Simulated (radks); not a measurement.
Valence configurations of V3+ (all share [Ar]). All-electron calculation, Dirac Kohn-Sham, PBE, spin-unpolarised, spherical densities, finite nucleus; open shells are shared between the two j in proportion to 2j + 1; Fermi nuclear charge, rms radius 3.6002 fm. Program: a radial shooting solver on a logarithmic mesh with Libxc functionals. Order these by energy: 3d1.5 4s0.5; 3d0.5 4p1.5; 3d2; 3d1 4s0.5 4p0.5; 3d1 4s1; 4p2; 3d1.5 4p0.5; 4s1 4p1; 3d1 4p1; 3d0.5 4s0.5 4p1.

Answer. From the lowest, in eV above it: 3d2 0.000; 3d1.5 4s0.5 5.054; 3d1.5 4p0.5 8.080; 3d1 4s1 11.135; 3d1 4s0.5 4p0.5 14.259; 3d1 4p1 17.388; 3d0.5 4s0.5 4p1 24.767; 3d0.5 4p1.5 28.002; 4s1 4p1 33.326; 4p2 40.012. NIST lists [Ar] 3d2 as the ground configuration; this level of theory agrees among the configurations tried. The energies are those of spherical spin-averaged densities, not of single terms.
